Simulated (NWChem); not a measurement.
Molecule: silylarsine (SiAsH$_{5}$); SMILES [SiH3][AsH2]

Program: NWChem. Level Hartree-Fock/def2-SVP: optimisations from one semi-empirical or force-field start; each run changes one setting, and all end within 0.3 mHa of each other.

```csv
setting,optimisation steps
"redundant internal coordinates, default thresholds",4
Cartesian coordinates,10
tight thresholds,12
symmetry off,4
```
